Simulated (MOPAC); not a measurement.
A run for MOPAC: PM7 on AsW, 2S+1 = 4, a spin state set in the input, which need not be the lowest, a point of a bond scan (R = 2.322 Å).

```
PM7 1SCF PRECISE CHARGE=0 UHF MS=1.5 THREADS=1
AsW

W      0.00000000 1     0.00000000 1     0.00000000 1
As     0.00000000 1     0.00000000 1     2.32164800 1
```

It printed:

```
*******************************************************************************
 **                                                                           **
 **                              MOPAC v23.2.5                                **
 **                                                                           **
 *******************************************************************************
 ** MOPAC's Digital Object Identifier: https://doi.org/10.5281/zenodo.6511958 **
 **                                                                           **
 ** Please cite the open-source release paper for use of this MOPAC version:  **
 ** J. E. Moussa and J. J. P. Stewart (2026)                                  **
 ** MOPAC: An open-source semiempirical molecular orbital program             **
 ** J. Open Source Softw., 11(119), 8025, https://doi.org/10.21105/joss.08025 **
 *******************************************************************************

                              PM7 CALCULATION RESULTS

 *******************************************************************************
 *  PM7        - The PM7 Hamiltonian to be used
 *  UHF        - UNRESTRICTED HARTREE-FOCK CALCULATION
 *
 *
 *
 *                 CHARGE ON SYSTEM = 0
 *
 *
 *
 *  MS=        - IN MECI, MAGNETIC COMPONENT OF SPIN =  1.5
 *  PRECISE    - TIGHTER CRITERIA TO BE USED
 *  1SCF       - DO 1 SCF AND THEN STOP
 *  THREADS=1  - MULTI-THREADING NOT USED
 *  T=         - A TIME OF 172800.0 SECONDS REQUESTED
 *  DUMP=N     - RESTART FILE WRITTEN EVERY 7200.0 SECONDS REQUESTED
 *******************************************************************************
PM7 1SCF PRECISE CHARGE=0 UHF MS=1.5 THREADS=1
 AsW

   ATOM   CHEMICAL          X               Y               Z
  NUMBER   SYMBOL      (ANGSTROMS)     (ANGSTROMS)     (ANGSTROMS)

     1       W          0.00000000  *   0.00000000  *   0.00000000  *
     2      As          0.00000000  *   0.00000000  *   2.32164800  *



          CARTESIAN COORDINATES

    NO.       ATOM           X           Y           Z

     1         W          0.0000      0.0000      0.0000
     2        As          0.0000      0.0000      2.3216

 General Reference for PM7:
 "Optimization of Parameters for Semiempirical Methods VI: More Modifications to the
 NDDO Approximations and Re-optimization of Parameters", J. J. P. Stewart, J. Mol. Mod., 1:32, 19 (2013)
 https://link.springer.com/article/10.1007/s00894-012-1667-x

           Empirical Formula: W As  =     2 atoms



      MOLECULAR POINT GROUP   :   C*v


          UHF CALCULATION, NO. OF ALPHA ELECTRONS =    7
                           NO. OF BETA  ELECTRONS =    4


 ALL CONVERGERS ARE NOW FORCED ON
 SHIFT=10, PULAY ON, CAMP-KING ON
 AND ITERATION COUNTER RESET



 -------------------------------------------------------------------------------
 PM7 1SCF PRECISE CHARGE=0 UHF MS=1.5 THREADS=1
 AsW



     1SCF WAS SPECIFIED, SO BFGS WAS NOT USED
     SCF FIELD WAS ACHIEVED


                              PM7 CALCULATION
                                                       MOPAC v23.2.5 Linux




          FINAL HEAT OF FORMATION =        305.17946 KCAL/MOL =    1276.87085 KJ/MOL


          COSMO AREA              =        107.60 SQUARE ANGSTROMS
          COSMO VOLUME            =         98.55 CUBIC ANGSTROMS

          IONIZATION POTENTIAL    =          8.173455 EV
          ALPHA SOMO LUMO (EV)    =         -8.173 -1.207
          BETA  SOMO LUMO (EV)    =         -8.745 -0.846
          NO. OF ALPHA ELECTRONS  =          7
          NO. OF BETA  ELECTRONS  =          4
          MOLECULAR WEIGHT        =        258.7716         POINT GROUP:  C*v

          MOLECULAR DIMENSIONS (Angstroms)

            Atom       Atom       Distance
           As     2    W     1     2.32165
           As     2    W     1     0.00000
            W     1   As     2     0.00000


          SCF CALCULATIONS        =          1





   ATOM   CHEMICAL          X               Y               Z
  NUMBER   SYMBOL      (ANGSTROMS)     (ANGSTROMS)     (ANGSTROMS)

     1       W          0.00000000  *   0.00000000  *   0.00000000  *
     2      As          0.00000000  *   0.00000000  *   2.32164800  *

                             CARTESIAN COORDINATES

   1    W        0.000000000     0.000000000     0.000000000
   2   As        0.000000000     0.000000000     2.321648000


           Empirical Formula: W As  =     2 atoms



      MOLECULAR POINT GROUP   :   C*v


          ALPHA EIGENVALUES
 -19.09718 -13.37573 -11.24795 -11.00336 -11.00044 -10.95381  -8.17345  -1.20709
  -0.37886   1.81038   1.83248   2.40403   2.97160   3.01708   3.55646   3.62854
   3.95423  11.71959


           BETA EIGENVALUES
 -18.62971 -13.32560  -9.46765  -8.74524  -0.84559   0.91573   1.21125   1.23403
   1.32627   1.68403   1.75955   1.81529   1.82456   1.91325   6.71435   6.87472
   6.96190  13.06690


              NET ATOMIC CHARGES AND DIPOLE CONTRIBUTIONS

  ATOM NO.   TYPE          CHARGE      No. of ELECS.   s-Pop       p-Pop       d-Pop
    1          W           0.828672        5.1713     0.76165     0.32708     4.08260
    2         As          -0.828672        5.8287     1.73471     3.00570     1.08826
 DIPOLE           X         Y         Z       TOTAL
 POINT-CHG.     0.000     0.000    -9.241     9.241
 HYBRID        -0.000    -0.001     2.233     2.233
 SUM           -0.000    -0.001    -7.008     7.008


          ATOMIC ORBITAL ELECTRON POPULATIONS

     Atom    s        px        py        pz      x^2-y^2     xz        z^2       yz        xy
    1  W   0.76165   0.13950   0.07051   0.11708   0.99897   0.94114   0.15360   0.98968   0.99921
    2 As   1.73471   0.88223   0.91019   1.21328   0.15891   0.03716   0.74165   0.02989   0.12064


                    (SZ)    =    1.500000
                    (S**2)  =    5.708239


          ATOMIC ORBITAL SPIN POPULATIONS

    Atom   Total    s     px     py     pz   x^2-y^2  xz     z^2    yz     xy
         Atomic
    1  W  4.1632  0.101  0.135  0.035  0.019  0.999  0.929  0.042  0.904  0.999
    2 As -1.1632 -0.063  0.660 -0.674 -0.114 -0.153  0.030 -0.714 -0.020 -0.116

 **********************
 *                    *
 * JOB ENDED NORMALLY *
 *                    *
 **********************




 == MOPAC DONE ==
```

The run finished. Its determinant has ⟨S²⟩ = 5.71, a mixture of spin states.

Cost: about 0.6 core-seconds (a rough figure).
